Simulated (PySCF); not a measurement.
IrF₅, triplet: data card

Level of theory: PySCF, UPBE, basis Ir def2-SVP with ECP60, F def2-SVP (scalar-relativistic core potentials, no spin–orbit coupling, density fitting).

The structure is a minimum.

```xyz
6
charge 0 multiplicity 3, angstrom
Ir    0.0605    0.0000    0.0000
F     0.1543    0.0000    1.8646
F     0.1543    0.0000   -1.8646
F     1.9385   -0.0001    0.0000
F    -1.4320    1.1622    0.0000
F    -1.4321   -1.1621    0.0000
```

```json
{
 "Point group": "C2v",
 "Bond lengths": "Ir–F 1.867 Å (×2), Ir–F 1.878 Å, Ir–F 1.892 Å (×2)",
 "Bond angles": "F–Ir–F 75.8°, F–Ir–F 87.1° (×2), F–Ir–F 92.3° (×4), F–Ir–F 142.1° (×2), F–Ir–F 174.2°",
 "Highest occupied level (β)": "-7.65 eV",
 "Principal polarisabilities": "31.7, 45.3, 46.3 bohr³",
 "Entropy at 298.15 K and 1 bar (electronic part: spin only)": "388.9 J/(mol K)",
 "Principal quadrupole moments (Buckingham, traceless) about the centre of mass": "-2.41, -1.19, 3.60 D Å",
 "Zero-point energy": "27.3 kJ/mol",
 "Enthalpy at 298.15 K above 0 K": "22.71 kJ/mol",
 "Spin squared ⟨S²⟩": "2.004",
 "Atomisation energy without zero-point energy": "1986 kJ/mol",
 "Lowest empty level (β)": "-7.30 eV",
 "Heat capacity Cp at 298.15 K": "106.2 J/(mol K)",
 "Dipole moment": "0.92 D",
 "Rotational constants": "0.09191, 0.08335, 0.05956 cm⁻¹",
 "Rotational symmetry number": "2"
}
```

Harmonic modes (masses in u: Ir 192.963, F 18.998):
```csv
symmetry,ω (cm⁻¹),IR (km/mol),μ (u)
b1,33,0.4,19.82
a2,44,0.0,19.00
b1,200,5.9,23.23
b2,203,10.9,22.27
a1,241,5.5,20.53
b2,246,0.0,19.00
a1,345,1.8,20.25
b1,607,24.9,20.45
a1,618,4.6,19.02
a1,661,1.5,19.20
a1,666,85.1,22.33
b2,692,103,22.30
```

In C2v the vibrations span 3b1 + a2 + 3b2 + 5a1. The a2 mode carries no infrared intensity, as symmetry demands.

Charges (e):
```
atom  Mulliken  Löwdin  polar tensor  spin (Mulliken)  Mayer order to Ir1
 Ir1      1.16    0.39          1.94             1.23                   –
F2,3     -0.24   -0.07         -0.42             0.25                1.00
  F4     -0.25   -0.09         -0.42             0.07                1.02
F5,6     -0.22   -0.08         -0.34             0.10                1.00
```

Mulliken populations on Ir1 (electrons outside its core potential): s 2.58, p 6.45, d 6.70, f 0.12.

Formally Ir is in oxidation state +5, d4, with 2 unpaired electrons (the high-spin count would be 4). The Mulliken spin on Ir is 1.23. The polar-tensor charge on Ir, 1.94, is far below the formal one.

Only a few start shapes were tried, so a lower isomer may exist. Open d and f shells are described by one determinant, and the ground state may have another occupation or spin. No spin–orbit coupling is included, which matters more the heavier the element.

The final relaxation and frequency run took roughly 4 core-minutes on a shared host.
